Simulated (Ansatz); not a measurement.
CH6BClGe, SMILES `ClC[BH][GeH3]`. Charge 0, multiplicity 1. Correlated methods include outer-core shells of Ge, which these sets cover unevenly. Scalar relativity is left out up to krypton.

```xyz
10

Cl    1.9447   -0.6576   -0.6800
C     0.3053   -1.4614   -0.6041
B     0.2019   -0.4484    0.5755
Ge   -0.6293    1.4162    0.3067
H    -0.1888   -1.2729   -1.5529
H     0.4673   -2.5185   -0.4131
H     0.5373   -0.8254    1.6578
H     0.1845    2.5401    0.9733
H    -0.7799    1.7693   -1.1884
H    -2.0430    1.4587    0.9251
```

Give the diagnostics of a CCSD(T)/def2-TZVPP run (frozen core, the Gaussian-basis code of Ansatz). (Estimate.)

The calculation gave: T1 = 0.0119, largest single amplitude 0.021, largest double 0.019, (T) share of the correlation energy 3.9 %, 9 CCSD cycles. The RHF solution is stable towards an unrestricted one. T1 lies under the customary mark of 0.02 for closed shells.
